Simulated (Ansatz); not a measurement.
Basis-set series for B₂H₆S₂, SMILES `[BH2-]1[SH+][BH2-][SH+]1`. The species carries charge 0 and has multiplicity 1. Geometry: relaxed with PBE0-D4/def2-TZVP.

```csv
functional,basis,functions,energy (Eh),HOMO (eV),LUMO (eV)
PBE0-D4,def2-SVP,94,-849.09656,-8.27,0.11
PBE0-D4,def2-TZVPP,230,-849.42828,-8.25,-0.18
ωB97M-V,def2-SVP,94,-849.34931,-10.38,2.01
ωB97M-V,def2-TZVPP,230,-849.68448,-10.38,1.54
```

Problem. Give the rows for def2-QZVPP. (Best estimate.)

Solution. The calculation gave: 
| functional | basis | functions | energy (Eh) | HOMO (eV) | LUMO (eV) |
| --- | --- | --- | --- | --- | --- |
| PBE0-D4 | def2-QZVPP | 434 | -849.45566 | -8.26 | -0.41 |
| ωB97M-V | def2-QZVPP | 434 | -849.71016 | -10.39 | 1.04 |

Positive LUMOs are unbound and depend on the basis.

Results of the Gaussian-basis code of Ansatz.
